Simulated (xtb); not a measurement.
xtb input:

```bash
xtb mol.xyz --gfn 2 --ohess tight --chrg 1 --uhf 0
```
mol.xyz:
```
9

B     -0.19165695     0.26687481    -0.18034027
Cl    -0.66847767     1.87848929    -1.06842969
N      1.26466271    -0.03904882    -0.00772754
N     -1.27475390    -0.63631106     0.38067749
H      1.38618158    -0.19318355     1.01423778
H      1.44428482    -0.98945435    -0.42551121
H     -1.85710465    -0.94053275    -0.44540511
H     -1.89970082    -0.06216662     0.96987497
H      1.85014820     0.65729736    -0.37438970
```

Which total energy does the run end on?

-13.81837 Eh (GFN2-xTB).

It need not be the lowest isomer of its formula.
